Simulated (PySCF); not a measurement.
Computed Raman spectrum (relative Raman activity) of a molecule C₄H₇F. The structure is a stationary point at PBE-D3(BJ)/def2-SVP. One conformer was computed; it need not be the lowest. Calculation: PBE-D3(BJ)/def2-SVP in PySCF. No scaling factor is applied to the harmonic values.

Lines under 2 % of the strongest are left out, and lines within 2 cm⁻¹ are merged.

```tsv
ν (cm⁻¹)	relative intensity
696	4.3
820	2.6
893	3.2
907	2.9
923	3.3
1030	4.9
1133	2.7
1304	7.5
1365	8.3
1398	6.4
1415	9.8
1458	2.4
2975	78
3062	62
3066	100
3082	31
3159	51
3169	19
```

Q: Identify the compound among the candidates.
A) C/C=C(\C)F
B) CC(C)=CF
C) CC1(F)CC1
D) CC/C=C\F

A: C, CC1(F)CC1
